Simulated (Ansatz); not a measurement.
Ansatz (a quantum-chemistry and plane-wave program) input (CCSD(T)/def2-SVPD):

Ansatz 0.2 input:
```yaml
crystal:
  periodic: [false, false, false]
  atoms:
    - {symbol: Cl, position_ang: [-0.34907804, -0.66587059, 2.21787998]}
    - {symbol: Si, position_ang: [-0.41024309, -0.59391530, 0.15933548]}
    - {symbol: Br, position_ang: [1.66352103, -0.77516888, -0.65186621]}
    - {symbol: Br, position_ang: [-1.32987161, 1.33615785, -0.48912397]}
basis:
  gaussian:
    orbitals: def2-SVPD
total_charge: 1
magnetization: {spin_polarized: false}
correlation: {method: ccsd_t, electrons: outside_noble_gas}
```

Output:

```
Functional definition: HF
integrals: 0.28 GiB planned
1261 factors; integrals over basis functions are off by at most 7.1e-4 eV
mean field: 1.22 GiB planned
mean field evaluation 1: about -160332.1197 eV, gradient 2.7e1 eV
mean field evaluation 2: about -160332.1800 eV, gradient 2.7e1 eV
mean field evaluation 4: about -160334.6134 eV, gradient 1.9e0 eV
mean field evaluation 8: about -160334.6406 eV, gradient 1.8e-1 eV
mean field evaluation 16: about -160333.5207 eV, gradient 2.0e1 eV
mean field -160334.64086628 eV, -5892.1893731128 hartree, gradient 1.4e-6 eV, S^2 0.000000; 0 other end points of the search recorded, 0 dependent functions left out
38 core orbitals not correlated
reference -160334.64086628 eV, -5892.1893731128 hartree; 12, 12 occupied and 83, 83 virtual orbitals, 1261 factors
second order -12.95769147 eV of doubles, -0.00000000 eV of singles
coupled cluster: 0.43 GiB planned
cycle   1  -13.49754033 eV  change   -5.4e-1 eV  update   1.1e-1
cycle   2  -13.81614418 eV  change   -3.2e-1 eV  update   3.4e-2
cycle   3  -13.91187598 eV  change   -9.6e-2 eV  update   2.3e-2
cycle   4  -13.90478212 eV  change    7.1e-3 eV  update   8.0e-3
cycle   5  -13.90091629 eV  change    3.9e-3 eV  update   4.0e-3
cycle   6  -13.90157554 eV  change   -6.6e-4 eV  update   1.5e-3
cycle   7  -13.90183907 eV  change   -2.6e-4 eV  update   6.7e-4
cycle   8  -13.90204500 eV  change   -2.1e-4 eV  update   2.9e-4
cycle   9  -13.90205742 eV  change   -1.2e-5 eV  update   1.6e-4
cycle  10  -13.90196322 eV  change    9.4e-5 eV  update   7.3e-5
cycle  11  -13.90200214 eV  change   -3.9e-5 eV  update   3.7e-5
cycle  12  -13.90201322 eV  change   -1.1e-5 eV  update   1.2e-5
perturbative correction -0.55737237 eV, -0.0204830566 hartree
Total energy: -160349.10025186 eV, -5892.7207457320 hartree
```

This state (charge 1, singlet) is run at the relaxed geometry of the species with charge 0 and multiplicity 2.
